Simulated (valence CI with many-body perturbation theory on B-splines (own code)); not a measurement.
## Missing levels of Os XLIII

Calculated by valence CI with perturbative core correlation (CI+MBPT): six valence electrons over a frozen Dirac-Fock core [Ar] 3d10, a basis of 9 s, 9 p, 8 d, 6 f, 3 g, 1 h functions for each j, with the one-electron correlation potential Σ1, the two-electron term Σ2, the three-electron term Σ3, Breit, model QED; selected CI, second order for the rest, scaled by the run's own slope (own B-spline code, finite nucleus).

No measured spectrum was set against this ion. As an estimate, large intervals hold to a few tenths of a per cent, small ones and those within an open d or f shell to about a per cent. Among the levels kept, up to 650 cm⁻¹ of a level comes from second order outside the variational space, and about a tenth of that is noise between levels of different J, which matters for small intervals.

```csv
Level,E (cm⁻¹)
(4s^2 4p1/2^2 4p3/2^2) J=2,0
(4s^2 4p1/2^2 4p3/2^2) J=0,74068
(4s^2 4p1/2 4p3/2^3) J=1,859150
(4s^2 4p1/2 4p3/2^3) J=2,896660
(4s^2 4p1/2^2 4p3/2 4d3/2) J=2,1294200
(4s^2 4p1/2^2 4p3/2 4d3/2) J=1,1318800
(4s^2 4p1/2^2 4p3/2 4d3/2) J=0,?
(4s^2 4p1/2^2 4p3/2 4d3/2) J=3,1326700
(4s^2 4p1/2^2 4p3/2 4d5/2) J=4,1494400
(4s^2 4p1/2^2 4p3/2 4d5/2) J=2,?
(4s^2 4p1/2^2 4p3/2 4d5/2) J=3,1607800
(4s^2 4p1/2^2 4p3/2 4d5/2) J=1,?
(4s 4p1/2^2 4p3/2^3) J=2,1746300
(4s^2 4p3/2^4) J=0,?
(4s 4p1/2^2 4p3/2^3) J=1,1839700
(4s^2 4p1/2 4p3/2^2 4d3/2) J=1 [a],2116500
(4s^2 4p1/2 4p3/2^2 4d3/2) J=2 [a],?
(4s^2 4p1/2 4p3/2^2 4d3/2) J=0,2118700
(4s^2 4p1/2 4p3/2^2 4d3/2) J=3 [a],?
(4s^2 4p1/2 4p3/2^2 4d3/2) J=4,2184400
```

Levels are named by their leading jj configuration (3d3/2^4 stands for four electrons in 3d with j = 3/2), which in mixed levels can hold well under half, so a name can repeat and another be missing. Letters in brackets count levels of one name in rising energy.

Q: The levels stand in rising order. What does the calculation give for the missing energies?

A: (4s^2 4p1/2^2 4p3/2 4d3/2) J=0 1319100; (4s^2 4p1/2^2 4p3/2 4d5/2) J=2 1500700; (4s^2 4p1/2^2 4p3/2 4d5/2) J=1 1634500; (4s^2 4p3/2^4) J=0 1785500; (4s^2 4p1/2 4p3/2^2 4d3/2) J=2 [a] 2117400; (4s^2 4p1/2 4p3/2^2 4d3/2) J=3 [a] 2148600.
